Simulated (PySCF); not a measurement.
## An excited-state table with gaps

Compound: Me3Si(SMe), C4H12SSi.
SMILES: `CS[Si](C)(C)C`

Computed, not measured: TDDFT CAM-B3LYP/def2-SVPD, vertical, gas phase, core orbitals frozen in the response in PySCF 2.14.0, density-fitted response routines. Isolated species at its PBE0-D3(BJ)/def2-SVP geometry, gas phase. Torsions of this conformer, `[CH3:1][S:2][Si:3]([CH3:4])([CH3:5])[CH3:6]`: C1–S2–Si3–C4 59°.

Lowest singlets, with some entries withheld (?).

| state | E (eV) | f | main configurations (H = HOMO, L = LUMO) |
| --- | --- | --- | --- |
| S1 | 5.68 | 0.0035 | H→L+1 (51%), H→L (31%), H→L+8 (8%) |
| S2 | 6.32 | 0.049 | H→L (46%), H→L+1 (22%), H→L+2 (19%) |
| S3 | ? | ? | ? |
| S4 | 7.21 | 0.010 | H→L+3 (88%) |
| S5 | 7.39 | 0.0084 | H-1→L+1 (37%), H-1→L (33%), H→L+5 (15%) |
| S6 | ? | ? | ? |
| S7 | 7.63 | 0.099 | H→L+5 (44%), H→L+9 (23%), H-1→L (14%) |
| S8 | 7.66 | 0.066 | H→L+9 (38%), H→L+5 (22%), H→L+7 (12%) |
| S9 | 7.88 | 0.043 | H-1→L+1 (30%), H-1→L (24%), H-1→L+2 (16%) |
| S10 | 7.88 | 0.0081 | H→L+4 (22%), H→L+8 (20%) |

(1) Fill in the withheld entries.

(2) What is the vertical ionisation energy by ΔSCF at this level?

(3) How far apart are S8 and S10, in eV and cm⁻¹?

(4) Where do the lowest triplets lie (Tamm–Dancoff)?

Results:

(1) 
- S3: E = 6.82 eV; f = 0.0005; H→L+2 (64%), H→L (16%), H→L+4 (12%)
- S6: E = 7.45 eV; f = 0.0009; H→L+4 (32%), H→L+8 (16%), H→L+1 (16%)

(2) 8.61 eV; −ε(HOMO) is 7.84 eV.

(3) 7.878 − 7.665 = 0.213 eV, or about 1720 cm⁻¹.

(4) T1 5.27 eV, H→L+1 (51%), H→L (22%), H→L+8 (11%); T2 6.06 eV, H→L (38%), H→L+2 (35%), H→L+1 (9%); T3 6.52 eV, H→L (25%), H→L+2 (22%), H→L+4 (22%); T4 6.70 eV, H-1→L+1 (42%), H-1→L (21%), H-1→L+8 (13%). E(S1) − E(T1) = +0.41 eV.
